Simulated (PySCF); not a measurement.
C2H7ClSi3, SMILES [SiH2]1C=C[Si@@H](Cl)[SiH2]1. Atoms are numbered in the order given.

```xyz
13

Cl     2.3833     0.4487    -1.0253
Si     1.0477    -0.0055     0.5079
C      0.2523    -1.6683     0.1510
C     -1.0741    -1.8012    -0.0518
Si    -2.2815    -0.3465    -0.0027
Si    -0.8183     1.4159     0.5087
H      1.8463    -0.0524     1.7678
H      0.8912    -2.5614     0.0948
H     -1.4719    -2.8052    -0.2608
H     -2.9810    -0.2082    -1.3178
H     -3.3219    -0.5756     1.0482
H     -0.7330     2.4738    -0.5403
H     -1.0850     2.0237     1.8475
```

Geometry optimised at PBE0-D3(BJ)/def2-SVP. The structure was generated by enumeration; whether it is a known compound was not checked.

Method: PBE/pcSseg-1 in PySCF.

GIAO shieldings, no solvent; atoms listed in one row are averaged. δ = σ(ref) − σ: ³⁵Cl against HCl (σ = 936.5 ppm); ²⁹Si against TMS (σ = 335.4 ppm); ¹³C against TMS (σ = 182.0 ppm); ¹H against TMS (σ = 31.49 ppm), references at their B3LYP-D3(BJ)/def2-TZVP geometries, non-relativistic (without spin–orbit terms, shifts of atoms bonded to Cl or Br come out too high).

Problem. Estimate the chemical shifts. (Estimate from the structure and the level; the computed values follow.)

Solution. 
| nucleus | atoms | count | δ (ppm) |
|---|---|---|---|
| ³⁵Cl | Cl1 | 1 | -3.2 |
| ²⁹Si | Si2 | 1 | 14.2 |
| ²⁹Si | Si5 | 1 | -62.0 |
| ²⁹Si | Si6 | 1 | -128.8 |
| ¹³C | C3 | 1 | 163.5 |
| ¹³C | C4 | 1 | 159.6 |
| ¹H | H8 | 1 | 7.84 |
| ¹H | H9 | 1 | 7.79 |
| ¹H | H7 | 1 | 6.31 |
| ¹H | H10 | 1 | 4.98 |
| ¹H | H11 | 1 | 4.79 |
| ¹H | H12, H13 | 2 | 3.55 |
